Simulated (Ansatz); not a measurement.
```yaml
crystal:
  periodic: [false, false, false]
  atoms:
    - {symbol: Cd, position_ang: [-0.659717, 0.535579, -0.314075]}
    - {symbol: H, position_ang: [-0.709717, 0.235579, -0.364075]}
basis:
  gaussian: {orbitals: def2-TZVPP}
total_charge: 1
hamiltonian: {xc: {name: B97}}
output: {forces: true}
```

```sh
$ ansatz run in.yaml --threads 2 --pin off --events-out ev --progress --plain --max-ram 32768MiB --backend cpu
```

It prints (some lines left out):

```
Functional definition: B97
  name "B97"
  cite "Becke, J. Chem. Phys. 107, 8554 (1997) doi:10.1063/1.475007"
  parameter cx = 0.1943
  parameter cx0 = 0.8094
  parameter cx1 = 0.5073
  parameter cx2 = 0.7481
  parameter css0 = 0.1737
  parameter css1 = 2.3487
  parameter css2 = -2.4868
  parameter cos0 = 0.9454
  parameter cos1 = 0.7471
  parameter cos2 = -4.5961
  exchange = spin_sum(e_x_unif_s*poly(b97_u_x, cx0, cx1, cx2)) + cx*exact_x
  correlation = spin_sum(e_c_pw_same_spin*poly(b97_u_same, css0, css1, css2))
      + integral(e_c_pw_opposite_spin*poly(b97_u_opposite, cos0, cos1, cos2))
446 factors; their error is unknown
mean field evaluation 1: about -4163.9498 eV, gradient 9.5e1 eV
mean field evaluation 2: about -4160.8334 eV, gradient 1.0e2 eV
mean field evaluation 4: about -4172.1727 eV, gradient 4.1e0 eV
mean field evaluation 8: about -4172.2217 eV, gradient 5.2e-2 eV
mean field -4172.22174902 eV, -153.3263212430 hartree, gradient 1.5e-5 eV, S^2 0.000000; 0 other end points of the search recorded, 0 dependent functions left out
the calculation of the forces begins
reference -4172.22177012 eV, -153.3263220185 hartree; 10, 10 occupied and 60, 60 virtual orbitals, 446 factors
Total energy: -4172.22177012 eV, -153.3263220185 hartree
Atom 0 at    -0.659717     0.535579    -0.314075 Å, force   467.367077  2804.202464   467.367077 eV/Å
Atom 1 at    -0.709717     0.235579    -0.364075 Å, force  -467.367077 -2804.202464  -467.367077 eV/Å
Dipole moment:     0.021303     0.127820     0.021303 e Å
```

What is wrong with this run?

One atom was put on top of another. Self-consistency was reached. The result belongs to that input, not to the molecule as meant.
